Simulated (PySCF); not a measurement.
C5H6BF, SMILES C#CC(=C)B(C)F.

Coordinates come from a PBE0-D3(BJ)/def2-SVP optimisation. The structure was generated by enumeration, and PubChem lists no compound with its InChIKey, so it may never have been made. One conformer was computed; it need not be the lowest.

Computed with TDDFT-ωB97X/def2-SVPD (PySCF).

Vertical excitations. Isolated molecule, no solvent. State labels are in the subgroup Cs.

Task: List the lowest excited states. (The exact figures need the calculation; the answer reports its results.)

Result: 
```
state  symmetry  energy (eV)  λ (nm)      f                                                                main pairs
-----  --------  -----------  ------  -----  ------------------------------------------------------------------------
S1           A"         5.10     243  0.000                                                          HOMO−1→LUMO 88 %
S2           A'         5.38     231  0.199                                                            HOMO→LUMO 91 %
S3           A"         6.26     198  0.000                                      HOMO−2→LUMO 71 %, HOMO−1→LUMO+2 16 %
S4           A"         6.53     190  0.000                      HOMO→LUMO+5 55 %, HOMO→LUMO+4 15 %, HOMO→LUMO+1 10 %
S5           A'         6.80     182  0.074                    HOMO→LUMO+2 53 %, HOMO−1→LUMO+5 17 %, HOMO−3→LUMO 11 %
S6           A"         7.45     166  0.001                                      HOMO−1→LUMO+2 58 %, HOMO−2→LUMO 13 %
S7           A"         7.54     164  0.000                       HOMO→LUMO+1 55 %, HOMO→LUMO+3 13 %, HOMO→LUMO+4 9 %
S8           A'         7.82     159  0.109                                        HOMO−3→LUMO 79 %, HOMO→LUMO+2 16 %
S9           A"         8.01     155  0.003                    HOMO−5→LUMO 41 %, HOMO−2→LUMO+2 24 %, HOMO−4→LUMO 23 %
S10          A'         8.14     152  0.154                HOMO−1→LUMO+1 55 %, HOMO−1→LUMO+3 19 %, HOMO−1→LUMO+4 11 %
T1           A'         3.26     381      0                                                            HOMO→LUMO 85 %
T2           A"         4.83     257      0                                                          HOMO−1→LUMO 83 %
T3           A'         5.40     230      0  HOMO−3→LUMO 31 %, HOMO→LUMO+2 26 %, HOMO−1→LUMO+5 17 %, HOMO→LUMO+11 5 %
T4           A"         5.80     214      0                                      HOMO−2→LUMO 60 %, HOMO−1→LUMO+2 19 %
```
Triplets are in the Tamm–Dancoff approximation, which puts them higher than full response would, so one can lie above its singlet here.
